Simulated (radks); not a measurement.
Spherical quantum dot in the effective-mass picture: electrons in a well V = -V0 / (1 + exp((r - R)/a)) with V0 = 57.4, R = 1.39, a = 0.093, all in effective atomic units (hartree* = m*/eps^2 hartree, bohr* = eps/m* bohr), one dielectric constant everywhere. Method: non-relativistic Kohn-Sham, exchange-only LDA, spin-polarised, spherical densities; computed with a radial shooting solver with Libxc functionals. Levels are named by radial order and angular momentum (1s, 1p, 1d, 2s, ...), and open shells are averaged over m. Results are scaled to m* = 0.3 and eps = 8.8, for which hartree* = 105.4 meV and bohr* = 1.552 nm.

N = 17, configuration 1s2 1p6 1d(up 5, down 4). This is the lowest configuration that the search found. Occupied and some empty levels:

level    occupation  eigenvalue (meV)  <r> (nm)
1s up             1           -3944.7     1.209
1s down           1           -3940.1     1.208
1p up             3           -3722.6     1.359
1p down           3           -3717.4     1.359
1d up             5           -3409.8     1.462
1d down           4           -3404.4     1.462
2s up             0           -3135.9     1.077
2s down           0           -3132.8     1.077
1f up             0           -3020.5     1.541
1f down           0           -3015.2     1.541
2p up             0           -2640.1     1.224
2p down           0           -2636.5     1.224

Energy (meV): total -75661.9, kinetic 10137, external -99453, Hartree 15359, exchange-correlation -1704.9.

Electron density:

r (nm)  n(r) (e/nm^3)
0.130          0.1667
0.274          0.1978
0.418          0.2560
0.563          0.3454
0.707          0.4647
0.852          0.6031
0.996          0.7370
1.14           0.8321
1.28           0.8520
1.43           0.7734
1.57           0.6029
1.72           0.3877
1.86           0.1949
2.01          0.07259
2.15          0.01965
2.30         0.004071
2.44        0.0007195
2.58        0.0001182
2.73       0.00001907
2.87        3.104e-06
